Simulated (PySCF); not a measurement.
A structure optimised at PBE-D3(BJ)/def2-SVP, used in a PySCF frequency run:

```
Sn
O 1 1.9974
H 2 0.9784 1 108.04
O 1 1.9974 2 105.79 3 29.78
H 4 0.9784 1 108.04 2 -154.68
O 1 1.9974 2 117.11 3 -87.77
H 6 0.9784 1 108.04 2 -87.77
O 1 1.9974 2 105.79 3 154.68
H 8 0.9784 1 108.04 2 -29.78
```

### Question
Write its SMILES, formula and point group.

### Answer
[OH][Sn]([OH])([OH])[OH], H4O4Sn, S4

### Question
What are its rotational constants (standard atomic weights)?

### Answer
2.8412, 2.8412, 2.4706 GHz
